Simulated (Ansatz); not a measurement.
Gas-phase electronic energies from Ansatz, PBE0-D4/def2-TZVP geometries. CCSD(T)/CBS adds triple-zeta CCSD(T) − MP2 to the extrapolated MP2 energy (def2 sets, frozen cores). Each species was taken in one conformer, which may not be the lowest.

Reaction (formal exchange of groups at the Si–Si bond): `B[SiH](N)[SiH2]F` + `BC[SiH3]` → `F[SiH2]BC[SiH3]` + `B[SiH2]N`

```json
{"species": "`B[SiH](N)[SiH2]F`", "CCSD(T)/CBS(def2) energy (Eh)": "-761.70514"}
{"species": "`BC[SiH3]`", "CCSD(T)/CBS(def2) energy (Eh)": "-356.11784"}
{"species": "`F[SiH2]BC[SiH3]`", "CCSD(T)/CBS(def2) energy (Eh)": "-745.65137"}
{"species": "`B[SiH2]N`", "CCSD(T)/CBS(def2) energy (Eh)": "-372.16627"}
```

Q: Work out ΔE.

A: ΔE = (-745.65137) + (-372.16627) − (-761.70514) − (-356.11784) = 0.00534 Eh = +0.15 eV.

Largest T1 diagnostic among the species: 0.013.
